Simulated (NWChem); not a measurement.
Molecule: C3H4F2; SMILES FC1(F)CC1

```xyz
9

F      0.0000    -1.1077     0.9584
C      0.0000     0.0000     0.1792
F      0.0000     1.1077     0.9584
C     -0.7743     0.0000    -1.0820
C      0.7743     0.0000    -1.0820
H     -1.2765     0.9193    -1.3677
H     -1.2765    -0.9193    -1.3677
H      1.2765     0.9193    -1.3677
H      1.2765    -0.9193    -1.3677
```
Atoms are numbered in this order, from 1.

Results from NWChem. Geometry optimised at B3LYP/6-31G*; all other runs use it. Pople sets run with spherical d functions.

```tsv
quantity	level	value
anisotropy (bohr³), static	CAM-B3LYP/def2-SVPD	(withheld)
−ε(HOMO) (eV)	CAM-B3LYP/def2-SVP	9.71
vertical, lowest excitation, singlet (eV)	CAM-B3LYP/def2-SVPD, TDA	(withheld)
dipole in solution (D) in water	B3LYP/6-31G*, SMD	2.41
dipole (D)	B3LYP/6-31G*	1.96
highest harmonic frequency (cm⁻¹)	B3LYP/6-31G*	(withheld)
```

**Question.** Complete the blanks.

**Answer.** 
- anisotropy (bohr³), static, value: 2.6
- vertical, lowest excitation, singlet (eV), value: 8.33
- highest harmonic frequency (cm⁻¹), value: 3258
